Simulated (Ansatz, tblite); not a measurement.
Cost and result up the ladder for the cluster VO₄H₃ (the lowest singlet isomer of a short search) (8 atoms). Total charge 0; singlet. Geometry: r2SCAN-D4/def2-SVP.

```xyz
8

V     0.3883   -0.1391    0.2567
O     0.2618    1.6844   -0.0578
O    -1.0972    1.2549    0.3148
O     0.6960   -0.5829    1.7214
O    -0.2282   -1.3696   -0.8350
H    -1.5726    1.2911   -0.5381
H    -0.3343   -2.3036   -0.6016
H     1.8862    0.1650   -0.2604
```

Ansatz on 4 threads of Arm Neoverse V2 on a shared host; xTB runs through tblite on one thread. Times are rough, summed over both states, and most runs start from the orbitals of an earlier one. No level here is sound enough to serve as a yardstick. The other state is a doublet.

The xTB rows come from tblite. The structure holds one bond between oxygen atoms, so isomers without such links may lie far lower. Another isomer (singlet) lies 0.13 eV lower at PBE-D4/def2-TZVP; other spin states weren't run for this one.

Raw xTB energies of ions are shifted by several eV.

| level | functions | wall time | vertical IE (eV) | remarks |
| --- | --- | --- | --- | --- |
| GFN2-xTB | 28 | 0.007 s | 15.99 | – |
| GFN1-xTB | 31 | 0.008 s | 17.35 | – |
| PBE-D4/def2-TZVP (with forces) | 187 | 5.7 s | 10.53 | – |
| r2SCAN-D4/def2-TZVP | 187 | 13 s | 10.78 | restricted SCF unstable in HF (singlet) |
| PBE0-D4/def2-TZVP | 187 | 14 s | 11.10 | restricted SCF unstable in HF (singlet) |
